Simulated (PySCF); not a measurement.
## [MoF6]-: bond length varied

[MoF6]-: Mo(V) (d1), charge -1. The structure is a model geometry with rigid ligands and bond lengths from ionic radii, not a minimum; coordination octahedral, point group Oh, metal–donor distances 1.91 Å.

The d shell alone is too small an active space for [MoF6]- (an active orbital has only 0.63 squared overlap with the free ion's shell): its levels, fitted parameters, g values and moments show what this model gives and aren't sound predictions.

```
7

Mo    0.000    0.000    0.000
F     0.000    0.000    1.910
F     0.000    0.000   -1.910
F     1.910    0.000    0.000
F    -1.910    0.000    0.000
F     0.000    1.910    0.000
F     0.000   -1.910    0.000
```

Method (PySCF 2.14, density fitting): CASSCF(1,5) with orbitals averaged over all microstates of the shell, strongly contracted NEVPT2 on the averaged canonical orbitals; basis x2c-TZVPall on the metal, x2c-SVPall elsewhere; spin-free X2C; IEF-PCM water; spin-orbit coupling by state interaction with the mean-field operator over all roots.

All metal–ligand distances are scaled together.

| bond length | group | ground | next state (NEVPT2) / cm⁻¹ | orbital energies above the lowest (NEVPT2 fit) / cm⁻¹ | μeff(300 K) / μB |
| --- | --- | --- | --- | --- | --- |
| 1.757 Å | Oh | 2T2g | 2Eg 50405 | 0 0 0 50405 50405 | 0.97 |
| 1.815 Å | Oh | 2T2g | 2Eg 44669 | 0 0 0 44669 44669 | 0.97 |
| 1.872 Å | Oh | 2T2g | 2Eg 39609 | 0 0 0 39609 39609 | 0.97 |
| 1.910 Å | Oh | 2T2g | 2Eg 36681 | 0 0 0 36681 36681 | 0.97 |
| 1.948 Å | Oh | 2T2g | 2Eg 34096 | 0 0 0 34096 34096 | 0.97 |
| 2.006 Å | Oh | 2T2g | 2Eg 30814 | 0 0 0 30814 30814 | 0.97 |
| 2.082 Å | Oh | 2T2g | 2Eg 27416 | 0 0 0 27416 27416 | 0.97 |

With what power of the bond length does 10Dq, as fitted to the states, fall?

A log–log fit of these points gives 10Dq ∝ R^−3.6; a point-charge model has R^−5 (correlation -0.999).

At 1.757 Å, 1.815 Å, 1.872 Å, 1.910 Å, 1.948 Å, 2.006 Å, 2.082 Å the ground state is orbitally degenerate, so the regular structure would distort there (Jahn–Teller).

Charge-transfer states lie outside this active space and may come lower than some of these levels. NEVPT2 on the d shell alone tends to put d–d bands too high for such charged or covalently bound ions.
